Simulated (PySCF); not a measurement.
CH₈Si₂, SMILES [SiH3]C[SiH3] (connectivity only; charge and spin as stated), charge +1, multiplicity 2. Atoms are numbered in the order given.

```xyz
11

Si     1.4547     0.0005    -0.2585
C      0.0000     0.0000     1.0698
Si    -1.4547    -0.0005    -0.2585
H      2.4306    -0.5570     0.7742
H      1.7160     1.3997    -0.6965
H      1.1870    -0.9665    -1.3663
H     -0.0969    -0.9086     1.6980
H      0.0969     0.9086     1.6980
H     -1.1870     0.9665    -1.3663
H     -1.7160    -1.3997    -0.6965
H     -2.4306     0.5570     0.7742
```
Charge +1, spin multiplicity 2.

Coordinates come from a PBE-D3(BJ)/def2-SVP optimisation. The spin state was assumed, not searched.

Two levels are set side by side: PBE/pcH-1 (PySCF) and B3LYP/pcH-1 (PySCF). Contact hyperfine couplings, same geometry. Differences are taken from unrounded values.

| quantity | B3LYP | PBE | PBE minus B3LYP |
|---|---|---|---|
| A(iso) of 29Si, atom Si1 (MHz) | 32.7 | 18.6 | -14.2 |
| A(iso) of 13C, atom C2 (MHz) | 40.8 | 32.7 | -8.1 |
| A(iso) of 29Si, atom Si3 (MHz) | 32.7 | 18.6 | -14.2 |
| A(iso) of 1H, atom H4 (MHz) | 302.6 | 306.5 | 3.9 |
| A(iso) of 1H, atom H5 (MHz) | -8.0 | -9.7 | -1.6 |
| A(iso) of 1H, atom H6 (MHz) | -6.2 | -2.0 | 4.1 |
| A(iso) of 1H, atom H7 (MHz) | -31.9 | -27.0 | 4.9 |
| A(iso) of 1H, atom H8 (MHz) | -31.9 | -27.0 | 4.9 |
| A(iso) of 1H, atom H9 (MHz) | -6.2 | -2.0 | 4.1 |
| A(iso) of 1H, atom H10 (MHz) | -8.0 | -9.7 | -1.6 |
| A(iso) of 1H, atom H11 (MHz) | 302.6 | 306.5 | 3.9 |

Rough cost on one machine, each run with all the roots and properties that it gave: B3LYP against PBE within a factor of 2.
